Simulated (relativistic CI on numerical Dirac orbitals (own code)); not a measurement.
Computed by Dirac-Coulomb-Breit CI, KLI orbitals optimised for each configuration, QED by a radiative potential, unscaled Slater integrals (own radial code, finite nucleus).

CI space (outside the closed core 1s2): 2s2, 2s.2p, 2p2, 2p.3s, 2p.3p, 2s.3s, 2s.3p, 2s.3d, 2s.4s, 2s.4p, 2s.4d, 2s.4f, 2s.5s, 3s2, 2s.5p, 2s.5d, 2s.5f, 2s.5g, 3s.3p, 3p2. Levels of other configurations are missing.

At this charge energies of transitions that change n are usually good to better than 1 %, and those within a shell (Δn = 0) to a few per cent.

Outline of the computed level scheme of Sr XXXV. Lowest level of each configuration: 2s2 1S_0 at 0.00 eV; 2s.2p 3P°_0 at 66.84 eV; 2p2 3P_0 at 191.61 eV; 2s.3s 3S_1 at 2518.70 eV; 2s.3p 3P°_0 at 2551.80 eV; 2s.3d 3D_1 at 2590.44 eV; 2p.3s 3P°_0 at 2603.92 eV; 2p.3p 3D_1 at 2625.62 eV; 2s.4s 3S_1 at 3385.58 eV.

Some strong electric-dipole decays among the lowest 36 levels: 2s.3d 3D_3 → 2s.2p 3P°_2 (1.1e+14 s⁻¹); 2s.3d 3D_2 → 2s.2p 3P°_1 (8.9e+13 s⁻¹); 2s.3d 1D_2 → 2s.2p 1P°_1 (8.9e+13 s⁻¹); 2s.3d 3D_1 → 2s.2p 3P°_0 (7.1e+13 s⁻¹); 2s.3d 3D_1 → 2s.2p 3P°_1 (4.8e+13 s⁻¹); 2s.3p 1P°_1 → 2s2 1S_0 (4.1e+13 s⁻¹); 2p.3p 3P_0 → 2s.2p 3P°_1 (3.8e+13 s⁻¹); 2p.3p 1S_0 → 2s.2p 1P°_1 (3.7e+13 s⁻¹).

LS names give the leading component of a level, which can be under half, so a name can repeat, a term be missing and a line seem to break the LS rules.
